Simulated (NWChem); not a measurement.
System: CH$_{5}$ClSn; SMILES [CH3][SnH2][Cl]

```xyz
8

Sn     0.3476    -0.3557    -0.0005
C     -1.4539    -1.5099    -0.0010
Cl    -0.3158     1.9160     0.0000
H      1.2844    -0.5652    -1.4196
H      1.2843    -0.5658     1.4187
H     -2.0424    -1.2733     0.8959
H     -1.2114    -2.5826    -0.0041
H     -2.0447    -1.2688    -0.8953
```
Atoms are numbered in this order, from 1.

Level: PBE0/def2-SVP with def2 effective core potentials on Sn (NWChem), optimised geometry, unscaled harmonic frequencies. def2 effective core potentials on Sn; no spin-orbit coupling.

| frequency (cm⁻¹) | IR intensity (km/mol) |
|---|---|
| 72 | 0.1 |
| 127 | 2.4 |
| 368 | 25.0 |
| 371 | 46.0 |
| 517 | 3.5 |
| 538 | 23.6 |
| 617 | 103.2 |
| 710 | 101.0 |
| 779 | 93.4 |
| 794 | 49.6 |
| 1218 | 1.7 |
| 1427 | 3.3 |
| 1431 | 3.5 |
| 1939 | 117.6 |
| 1945 | 185.1 |
| 3075 | 2.2 |
| 3193 | 0.4 |
| 3203 | 0.0 |

```json
{
  "zero_point_energy": "31.9 kcal/mol",
  "thermal correction to the enthalpy at 298.15 K (with zero-point energy)": "36.2 kcal/mol",
  "heat capacity Cv": "18.9 cal/(mol K)",
  "entropy at 298.15 K and 1 atm (symmetry number 1)": "79.3 cal/(mol K)"
}
```

Rigid rotor and harmonic oscillator; modes under 100 cm⁻¹ make the entropy uncertain.
